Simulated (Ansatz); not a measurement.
Reaction (ligand exchange at the Sb–C bond): `[SiH3][CH2][SbH2]` + HI → `[SbH2][I]` + `C[SiH3]`

Computed with Ansatz on PBE0-D4/def2-TZVP structures; ΔE is electronic, products minus reactants. CCSD(T)/CBS adds triple-zeta CCSD(T) − MP2 to the extrapolated MP2 energy (def2 sets, frozen cores). This one scheme is used for every species. Functionals use def2-TZVPP. HSE06 is defined as in plane-wave codes. def2 core potentials past Kr. For I, Sb outer-core shells are correlated without core-valence functions, which leaves a few kJ/mol of doubt a bond.

```csv
level,ΔE (kJ/mol),difference from CCSD(T)/CBS
LDA (SPW92),-104.1,3.9
revPBE-D4,-107.6,0.4
BLYP-D4,-112.4,-4.4
PBE0-D4,-113.3,-5.3
r2SCAN0-D4,-115.7,-7.7
HSE06-D4,-113.9,-5.9
CAM-B3LYP-D4,-111.2,-3.2
ωB97X-V,-109.6,-1.6
B2PLYP,-113.6,-5.6
revPBE,-119.5,-11.5
r2SCAN,-115.4,-7.4
CAM-B3LYP,-115.2,-7.2
MP2/def2-TZVPP,-99.5,8.5
HF/def2-QZVPP,-129.6,-21.6
SCS-MP2/def2-QZVPP,-108.5,-0.5
HF/CBS(def2),-129.8,-21.8
CCSD(T)/CBS,-108.0,0
```

Largest T1 diagnostic among the species: 0.013.

In def2-TZVPP, CCSD(T) changes the Hartree–Fock value by +32.7 kJ/mol (the triples alone add +3.0 kJ/mol) and MP2 by +28.7 kJ/mol. Leaving LDA and LC-ωPBE aside and taking each functional with its dispersion term where it has one, the values, not all of them listed here, spread over 11.3 kJ/mol, from BHLYP-D4 to revPBE-D4. LDA lies +11.7 kJ/mol from PBE without D4. The D4 term adds +7.0 kJ/mol with B3LYP and +3.9 kJ/mol with PBE0; it sums over pairs of atoms, weighted by their polarisabilities, and B3LYP, whose exchange is more repulsive, gets the larger term.

B3LYP here is the variant with VWN-RPA as its local correlation; programs differ in this.
